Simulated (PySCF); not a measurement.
# Working out the ionisation energy of Al⁺

Al⁺ [Ne] 3s2 (1S) → Al²⁺ [Ne] 3s1 (2S). Computed with PySCF 2.14 in aug-cc-pCVTZ-DK with one added diffuse shell each of s, p, d, f type (9s8p6d4f, 91 functions), with the spin-free X2C one-electron Hamiltonian (Gaussian nucleus). Frozen: nothing. Energies in hartree (1 hartree = 27.21139 eV):

```
             part  Al⁺ (lower)  Al²⁺ (upper)
              UHF  -242.109199   -241.464210
MP2 opposite-spin    -0.257171     -0.225624
    MP2 same-spin    -0.085509     -0.082093
```

Question: What does Hartree-Fock give?

Answer: (-241.464210) − (-242.109199) = 0.644989 hartree = 17.551 eV.

Question: What do MP2 and SCS-MP2 (6/5 opposite-spin, 1/3 same-spin) give?

Answer: The opposite-spin parts differ by 0.858 eV and the same-spin parts by 0.093 eV. MP2: 17.551 + (0.858) + (0.093) = 18.502 eV. SCS-MP2: 17.551 + 1.2 × (0.858) + (0.093)/3 = 18.612 eV.

Measured between the centres of the two terms (NIST): 18.829 eV, so MP2 (all electrons) is off by -0.327 eV.

What remains against the reference includes basis incompleteness and correlation beyond second order.
